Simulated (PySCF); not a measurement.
Silicon: a sound run and one with changed settings

Sound run: Si⁺ [Ne] 3s2 3p1, Si²⁺ [Ne] 3s2. Computed with PySCF 2.14 in cc-pVDZ-DK, with the spin-free X2C one-electron Hamiltonian (Gaussian nucleus). In the sound run the correlated levels freeze [Ne]. The sound run starts from symmetry-adapted Hartree-Fock orbitals and uses a fine grid where one is needed.

Changed run: the non-relativistic Hamiltonian (point nucleus). This setting is unsound on purpose.

| species | method | sound run (hartree) | changed run (hartree) | converged |
| --- | --- | --- | --- | --- |
| Si⁺ | UHF | -289.17161 | -288.44680 | yes |
| Si⁺ | BP86 | -289.70012 | -288.97574 | yes |
| Si⁺ | M06-L | -289.65729 | -288.93269 | yes |
| Si⁺ | MP2 | -289.20633 | -288.48153 | yes |
| Si⁺ | CCSD(T) | -289.22527 | -288.50055 | yes |
| Si²⁺ | UHF | -288.59091 | -287.86580 | yes |
| Si²⁺ | BP86 | -289.09452 | -288.36977 | yes |
| Si²⁺ | M06-L | -289.06290 | -288.33790 | yes |
| Si²⁺ | MP2 | -288.61947 | -287.89440 | yes |
| Si²⁺ | CCSD(T) | -288.63425 | -287.90926 | yes |

Ionisation energy of Si⁺:

```csv
method,sound run (eV),changed run (eV)
UHF,15.802,15.810
BP86,16.479,16.489
M06-L,16.174,16.185
MP2,15.969,15.977
SCS-MP2,15.950,15.958
CCSD,16.065,16.072
CCSD(T),16.082,16.090
```

Most of the change in total energy is the relativistic energy itself. On top of that the contraction fixes the core shape for the Hamiltonian it was made with, so the changed run is not a good calculation with the other Hamiltonian either.

For comparison, NIST gives 16.346 eV between the lowest levels.
